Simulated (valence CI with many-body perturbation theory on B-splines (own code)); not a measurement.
# Hyperfine factors and g values of Bi76+

Calculated by configuration interaction combined with many-body perturbation theory (CI+MBPT): five valence electrons over a frozen Dirac-Fock core [He], radial functions for each j: 9 s, 9 p, 8 d, 6 f, 3 g, 1 h, with the one-electron correlation potential Σ1, the two-electron term Σ2, the three-electron term Σ3, Breit, model QED; selected CI, second order for the rest (own B-spline code, finite nucleus).

No measured spectrum was set against this ion. As an estimate, large intervals hold to a few tenths of a per cent, small ones and those within an open d or f shell to about a per cent. Among the levels kept, up to 1200 cm⁻¹ of a level comes from second order outside the variational space, and about a tenth of that is noise between levels of different J, which matters for small intervals.

A/g_I is the dipole constant over the nuclear g factor μ/I (μ in nuclear magnetons, uniformly magnetised nucleus), B/Q the quadrupole constant per barn. Both hold the static response of the core; the bare values leave it out. Large factors of s and p1/2 electrons are usually good to 5 to 10 %; those of open d and f shells near neutrality can be off by tens of per cent, and small factors of p3/2, d and f electrons come from cancelling terms and can be off by a factor of two or in sign, in half-filled shells by more. B is blank for J = 1/2, where it vanishes, and for nearly pure S terms. Energies count from the lowest level.

Levels are named by their leading jj configuration (3d3/2^4 stands for four electrons in 3d with j = 3/2), which in mixed levels can hold well under half, so a name can repeat and another be missing. Letters in brackets count levels of one name in rising energy.

```tsv
Level	E (× 10³ cm⁻¹)	g	A/g_I (MHz)	A/g_I bare	B/Q (MHz/b)	B/Q bare
(2s^2 2p1/2^2 2p3/2) J=3/2	0.00	1.297	1200000	1220000	2400000	2400000
(2s^2 2p1/2 2p3/2^2) J=3/2	19260	1.425	-1210000	-1170000	93000	93100
(2s^2 2p1/2 2p3/2^2) J=5/2	19443	1.151	3640000	3650000	-5710	-5710
(2s^2 2p1/2 2p3/2^2) J=1/2	19964	0.600	1.33e+07	1.33e+07		
(2s 2p1/2^2 2p3/2^2) J=5/2	22634	1.427	8880000	8830000	221000	221000
(2s 2p1/2^2 2p3/2^2) J=1/2	23645	1.966	3.97e+07	3.93e+07		
(2s 2p1/2^2 2p3/2^2) J=3/2	23654	1.159	-6510000	-6380000	-187000	-187000
(2s^2 2p3/2^3) J=3/2	39279	1.280	1230000	1250000	-2500000	-2500000
(2s 2p1/2 2p3/2^3) J=3/2 [a]	42167	1.582	8980000	8920000	-1910000	-1910000
(2s 2p1/2 2p3/2^3) J=5/2	42516	1.272	1.14e+07	1.13e+07	-2670000	-2670000
(2s 2p1/2 2p3/2^3) J=1/2	43171	1.326	-1.57e+07	-1.55e+07		
(2s 2p1/2 2p3/2^3) J=3/2 [b]	43221	0.989	152000	216000	-842000	-844000
(2p1/2^2 2p3/2^3) J=3/2	46943	1.288	1160000	1210000	-2440000	-2440000
(2s 2p3/2^4) J=1/2	62620	1.888	3.99e+07	3.95e+07		
(2p1/2 2p3/2^4) J=1/2	66493	0.600	1.34e+07	1.33e+07		
(2s^2 2p1/2^2 3s) J=1/2	89295	1.981	1.14e+07	1.14e+07		
(2s^2 2p1/2^2 3p1/2) J=1/2	90321	0.638	3990000	3980000		
(2s^2 2p1/2^2 3p3/2) J=3/2	96134	1.316	357000	367000	741000	741000
(2s^2 2p1/2^2 3d3/2) J=3/2	96965	0.778	208000	208000	133000	133000
(2s^2 2p1/2^2 3d5/2) J=5/2	98481	1.183	73100	73200	133000	134000
(2s^2 2p1/2 2p3/2 3s) J=3/2 [a]	108740	1.644	2130000	2130000	1560000	1560000
(2s^2 2p1/2 2p3/2 3s) J=1/2	108830	1.285	-6260000	-6180000		
(2s^2 2p1/2 2p3/2 3s) J=5/2	108890	1.292	5710000	5700000	2370000	2370000
(2s^2 2p1/2 2p3/2 3s) J=3/2 [b]	108960	0.937	3310000	3340000	1370000	1370000
(2s^2 2p1/2 2p3/2 3p1/2) J=1/2	109740	1.724	-3770000	-3710000		
(2s^2 2p1/2 2p3/2 3p1/2) J=3/2 [a]	109790	1.114	2590000	2600000	485000	486000
(2s^2 2p1/2 2p3/2 3p1/2) J=5/2	109890	1.027	4220000	4230000	2350000	2360000
(2s^2 2p1/2 2p3/2 3p1/2) J=3/2 [b]	110320	1.289	1870000	1890000	2400000	2400000
(2s 2p1/2^2 2p3/2 3s) J=5/2	111730	1.571	1.09e+07	1.09e+07	2420000	2420000
(2s 2p1/2^2 2p3/2 3s) J=3/2 [a]	112010	1.403	1.22e+07	1.22e+07	1310000	1310000
(2s 2p1/2^2 2p3/2 3s) J=1/2	112640	0.822	-1.50e+07	-1.48e+07		
(2s 2p1/2^2 2p3/2 3s) J=3/2 [b]	112730	1.364	-3380000	-3290000	1740000	1740000
(2s 2p1/2^2 2p3/2 3p1/2) J=5/2	112840	1.307	9470000	9410000	2380000	2380000
(2s 2p1/2^2 2p3/2 3p1/2) J=3/2 [a]	112840	1.636	1.23e+07	1.22e+07	1670000	1670000
(2s 2p1/2^2 2p3/2 3p1/2) J=1/2	113660	1.258	-1.26e+07	-1.24e+07		
(2s 2p1/2^2 2p3/2 3p1/2) J=3/2 [b]	113670	0.954	-4380000	-4290000	1350000	1350000
(2s^2 2p1/2 2p3/2 3p3/2) J=5/2 [a]	115470	1.399	-934000	-909000	2570000	2570000
(2s^2 2p1/2 2p3/2 3p3/2) J=1/2 [a]	115510	1.547	-3480000	-3440000		
(2s^2 2p1/2 2p3/2 3p3/2) J=3/2 [a]	115550	1.104	4380000	4380000	-1520000	-1520000
(2s^2 2p1/2 2p3/2 3p3/2) J=7/2	115600	1.204	2590000	2600000	3130000	3140000
```

Q: Take the isotope of mass number 207, with I = 9/2, μ = 4.0729 μN, leaving out the quadrupole term. What is the hyperfine structure of (2s^2 2p1/2 2p3/2^2) J=3/2?

A: From the table A = -1090000 MHz. Shifts from the centre of gravity in MHz: F = 3: 8990000, F = 4: 4630000, F = 5: -818000, F = 6: -7360000.
